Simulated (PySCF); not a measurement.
# Telling isomers of C$_{10}$H$_{8}$ apart by NMR

All values are calculated (PySCF 2.14): structure optimised with GFN2-xTB, shieldings: GIAO PBE0/pcSseg-1. Non-relativistic Hamiltonian, no solvent model, single conformer, fast rotation and ring inversion assumed for equivalent nuclei.

References, each an isolated molecule treated in the same way: ¹H (σ = 31.72 ppm) and ¹³C (σ = 186.93 ppm) against TMS. Where no couplings were computed, multiplicities follow the n + 1 count of equivalent neighbours, and m marks all less simple cases (inequivalent or close neighbours, rings, F or P nearby). Shifts are as computed. Against solution values, carbons near 30 ppm lie about +3 ppm off and those near 130 ppm about +5 ppm. Of 1211 compounds with measured shifts, 218 miss one by over three times the rms of a fit or turn the order of signals round; such compounds aren't used in these exercises.

(1) Tabulate the signals of `c1ccc2cccc-2cc1`, `C=C1C=Cc2ccccc21` and their relative energies.

(2) What is the quickest way to tell c1ccc2cccc-2cc1 from C=C1C=Cc2ccccc21?

Results:

(1) 
| SMILES | carbon types | δC | δH | E rel. (kcal/mol) |
| --- | --- | --- | --- | --- |
| c1ccc2cccc-2cc1 | 2×C 8×CH | 144.8, 144.2, 144.2, 144.2, 144.1, 143.6, 127.5, 127.4, 123.0, 122.9 | 8.75 (d, 1H), 8.75 (d, 1H), 8.36 (m, 1H), 8.14 (m, 1H), 7.77 (m, 1H), 7.77 (m, 1H), 7.58 (m, 1H), 7.58 (m, 1H) | 9.9 |
| C=C1C=Cc2ccccc21 | 3×C 6×CH 1×CH2 | 155.3, 149.1, 140.9, 140.9, 136.6, 133.7, 130.5, 126.0, 125.3, 122.5 | 7.90 (d, 1H), 7.53 (m, 1H), 7.53 (m, 1H), 7.42 (m, 1H), 7.08 (d, 1H), 6.63 (d, 1H), 6.49 (br s, 1H), 6.09 (br s, 1H) | 0.0 |

Energies are electronic energies at PBE0/pcSseg-1 on these geometries, without zero-point or thermal terms, each for the one conformer computed, which needn't be the lowest.

(2) Both give the same number of carbon signals, but DEPT or the intensities differ. The first has an aromatic CH at 144.8 ppm, the second a terminal =CH2 carbon at 122.5 ppm. Their most deshielded carbons lie at 144.8 and 155.3 ppm. In the proton spectra the most deshielded non-exchanging signals are 8.75 (d, 1H) and 7.90 (d, 1H).
